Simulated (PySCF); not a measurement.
Stepwise substitution at one centre (Ga OH-H). Isolated molecules, 0 K electronic values unless said otherwise. One relaxed conformer stands for each flexible species; it need not be the lowest. Strings in code marks are SMILES.

These are PySCF 2.14.0 with CAM-B3LYP-D3(BJ)/def2-TZVP values and carry that method's errors. All candidates: neutral, multiplicity 1. Excitations are Tamm–Dancoff values on a coarser integration grid. The basis has no diffuse functions, so Rydberg states are missing or too high.

```json
{
  "S1 excitation (TDA)": "6.91 eV",
  "T1 excitation (TDA)": "6.44 eV",
  "HOMO–LUMO gap": "10.66 eV"
}
```

Question: Identify which member has these values.
(A) `[OH][GaH2]`
(B) `[OH][Ga]([OH])[OH]`
(C) `[OH][GaH][OH]` (H–O–Ga–O torsion 0°, O–Ga–O–H torsion 0°)

Answer: C, `[OH][GaH][OH]` (H–O–Ga–O torsion 0°, O–Ga–O–H torsion 0°). The others give `[OH][Ga]([OH])[OH]`: 6.54 eV, 6.08 eV, 10.33 eV; `[OH][GaH2]`: 5.86 eV, 5.41 eV, 9.64 eV
